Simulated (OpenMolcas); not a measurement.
**Cr II: effect of the basis set**

* Program: OpenMolcas 26.06
* Method: MS-CASPT2, IPEA 0.25 Eh, imaginary shift 0.1 Eh (closed shells correlated: 3s 3p)
* Active space: 5 electrons in 5 orbitals (3d)
* State averaging: 2S+1 = 6 even, 1 root; 2S+1 = 4 even, 24 roots; 2S+1 = 2 even, 75 roots (53 in the spin-orbit step)
* Spin-orbit coupling: RASSI with atomic mean-field integrals over the reference wave functions, term energies averaged over their components

A. ANO-R1 [5s3p3d1f], X2C, finite nucleus; CASPT2 step roughly 12 core-seconds
B. ANO-R2 [6s4p4d2f], X2C, finite nucleus; CASPT2 step about 16 core-seconds
C. ANO-RCC-VTZP [6s5p3d2f1g], DKH2, point nucleus; CASPT2 step about 11 core-seconds
D. ANO-L-VTZP [6s5p3d2f1g], non-relativistic, point nucleus; CASPT2 step about 26 core-seconds
E. ANO-R3 [7s5p5d3f1g], X2C, finite nucleus; CASPT2 step roughly 40 core-seconds
F. ANO-RCC-VQZP [7s6p4d3f2g1h], DKH2, point nucleus; CASPT2 step roughly 40 core-seconds

Energies in cm-1 above 3d5 6S 5/2, the measured ground level; measured values from NIST Handbook of Basic Atomic Spectroscopic Data.

```tsv
Level	A	B	C	D	E	F	Measured
3d5 6S 5/2	0.0	0.0	0.0	0.0	0.0	0.0	0.0
3d5 4G 5/2	23170	21860	21200	21660	21040	20630	20512
3d5 4G 7/2	23180	21870	21200	21670	21040	20640	20518
3d5 4G 11/2	23180	21870	21210	21670	21050	20640	20512
3d5 4G 9/2	23180	21870	21210	21670	21050	20640	20519
3d5 4P 5/2	24820	23170	22840	23510	22650	22360	21823
3d5 4P 3/2	24830	23190	22860	23530	22670	22380	21824
3d5 4P 1/2	24850	23200	22880	23550	22690	22400	21824
3d5 4D 7/2	27760	26330	25470	26030	25310	24960	
3d5 4D 1/2	27780	26350	25500	26060	25330	24980	
3d5 4D 3/2	27790	26360	25510	26070	25350	25000	
3d5 4D 5/2	27790	26370	25520	26080	25350	25010	
3d5 2I 11/2	34010	32020	31070	31770	30850	30250	
3d5 2I 13/2	34030	32040	31100	31790	30870	30270	
3d5 2D 5/2	35560	33280	32700	33580	32410	32000	
3d5 2D 3/2	35730	33480	32900	33770	32610	32210	
3d5 2F 7/2(1)	36710	34340	33770	34690	33490	33040	
3d5 2F 5/2(1)	36950	34610	34030	34950	33750	33310	
3d5 4F 9/2	37930	35820	34830	35610	34610	34280	
3d5 4F 7/2	37940	35830	34840	35630	34620	34290	
3d5 4F 5/2	37960	35850	34860	35650	34640	34310	
3d5 4F 3/2	37980	35870	34880	35670	34660	34330	
3d5 2H 9/2	40540	38100	37210	38120	36930	36350	
3d5 2H 11/2	40620	38180	37300	38220	37010	36430
```

Deviations, from unrounded energies. A percentage is the sum of absolute deviations over the sum of measured energies, with the sign that they share, or ± where signs differ.

```
                        Against measurement  Levels      A     B     C     D     E     F
             mean absolute deviation (cm-1)       7   2800  1400   840  1400   660   310
other terms of the ground configuration (%)       7  +13.3  +6.4  +4.0  +6.6  +3.2  +1.5
```

F lies closest to measurement on these levels and A furthest from it. The largest miss of F in the table is 3d5 4P 1/2, by +570 cm-1. The ranking rests on the paired levels alone, and a cruder setting can come out closer through cancelling errors.

The two smallest mean deviations differ by little beside CASPT2's spread within terms, so their order carries little weight.

Among A to F the level of the table that moves most is 3d5 2H 9/2, by 4200 cm-1 (lowest in F, highest in A). Moves below CASPT2's spread within the term are not significant.

Term energies are means over components that CASPT2 splits; among the terms shown or strongly mixed into the levels shown the widest spread is 1500 cm-1 (3d5 2I, E). Some high roots are left out of the spin-orbit mixing, which shifts the levels that they would mix with. The CASPT2 spread within a term exceeds the gap to the next term for 3d5 2F(1) and 3d5 4F, so the order of their levels is uncertain, and so are names and mixing where such terms share a J (holds for C; E). Measured partners are found by configuration, term and J. A level has none where our copy of the source lacks it or the pairing is in doubt (some pairs that miss far off the trend of their configuration count as doubtful), and it then counts in no deviation. Only configurations of the active space appear. Levels that lie high or do not pair safely by name in every column are left out.

A number in round brackets counts repeated terms of one configuration in the order of the reference energies.
